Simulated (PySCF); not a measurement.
Spin–spin coupling constants

Geometry (Å), atoms numbered from 1 in this order:
```xyz
19

C    -0.280   -1.097   -1.379
O     0.004   -0.239   -0.217
C     0.942    0.875   -0.376
C     2.303    0.411    0.098
F     2.672   -0.660   -0.624
F     2.204    0.038    1.388
C    -0.774   -0.355    1.003
C    -2.093    0.387    0.849
F    -1.865    1.676    0.598
F    -2.783    0.266    1.961
F    -2.786   -0.115   -0.168
H    -0.938   -0.546   -2.062
H     0.691   -1.342   -1.819
H    -0.771   -1.994   -0.989
H     0.940    1.139   -1.441
H     0.551    1.716    0.209
H     3.058    1.211   -0.003
H    -0.938   -1.425    1.183
H    -0.165    0.062    1.813
```

Total charge +1.

Couplings: B3LYP/pcJ-1 (spin–dipole term only in couplings to heteroatoms) in PySCF, geometry PBE0-D3(BJ)/def2-SVP; gas phase, one conformer, non-relativistic. Couplings are averaged over pairs made equivalent by symmetry, fast rotation or ring inversion, so a value needn't be that of the named pair in this geometry, while other rotamers aren't included; one pair stands for each set, and the list holds a selection of those of at least 1.5 Hz over up to four bonds, among pairs with at least one F or H atom (others weren't computed). One-bond C–F couplings come out tens of Hz too large with common functionals.

Isotopes: 13C, 19F, 1H, 17O. Couplings to quadrupolar nuclei such as 17O and 33S are rarely resolved in practice.

```json
{"pair": "C1, H12", "bonds": "1", "J (Hz)": "?"}
{"pair": "C3, H15", "bonds": "1", "J (Hz)": "165.6"}
{"pair": "C4, F5", "bonds": "1", "J (Hz)": "-310.8"}
{"pair": "C4, H17", "bonds": "1", "J (Hz)": "198.3"}
{"pair": "C7, H18", "bonds": "1", "J (Hz)": "?"}
{"pair": "C8, F9", "bonds": "1", "J (Hz)": "?"}
{"pair": "O2, H12", "bonds": "2", "J (Hz)": "-4.6"}
{"pair": "O2, H15", "bonds": "2", "J (Hz)": "-3.7"}
{"pair": "O2, H18", "bonds": "2", "J (Hz)": "-4.9"}
{"pair": "C3, H17", "bonds": "2", "J (Hz)": "19.1"}
{"pair": "F5, F6", "bonds": "2", "J (Hz)": "?"}
{"pair": "F5, H17", "bonds": "2", "J (Hz)": "?"}
{"pair": "C7, F9", "bonds": "2", "J (Hz)": "41.8"}
{"pair": "C8, H18", "bonds": "2", "J (Hz)": "-2.1"}
{"pair": "H15, H16", "bonds": "2", "J (Hz)": "-16.4"}
{"pair": "H18, H19", "bonds": "2", "J (Hz)": "?"}
{"pair": "C1, H15", "bonds": "3", "J (Hz)": "2.7"}
{"pair": "C1, H18", "bonds": "3", "J (Hz)": "3.3"}
{"pair": "O2, F5", "bonds": "3", "J (Hz)": "1.7"}
{"pair": "O2, H17", "bonds": "3", "J (Hz)": "-9.7"}
{"pair": "C3, H18", "bonds": "3", "J (Hz)": "3.0"}
{"pair": "C7, H12", "bonds": "3", "J (Hz)": "2.0"}
{"pair": "C1, F5", "bonds": "4", "J (Hz)": "3.7"}
{"pair": "C1, F9", "bonds": "4", "J (Hz)": "?"}
{"pair": "C3, F9", "bonds": "4", "J (Hz)": "1.7"}
{"pair": "F6, C7", "bonds": "4", "J (Hz)": "?"}
```

Problem. Estimate the withheld couplings, with signs.

Solution. 
- 1J(C1,H12) = 168.3 Hz (bond length 1.097 Å, sp3 carbon)
- 1J(C7,H18) = 169.0 Hz (bond length 1.097 Å, sp3 carbon)
- 1J(C8,F9) = -350.3 Hz (bond length 1.332 Å)
- 2J(F5,F6) = 257.1 Hz (angle at C4 108°)
- 2J(F5,H17) = 56.9 Hz (angle at C4 110°)
- 2J(H18,H19) = -16.8 Hz (angle at C7 109°)
- 4J(C1,F9) = 1.8 Hz (mean over equivalent pairs that range from -0.2 to 5.2 Hz in this conformer)
- 4J(F6,C7) = 3.2 Hz (mean over equivalent pairs that range from 0.0 to 6.3 Hz in this conformer)
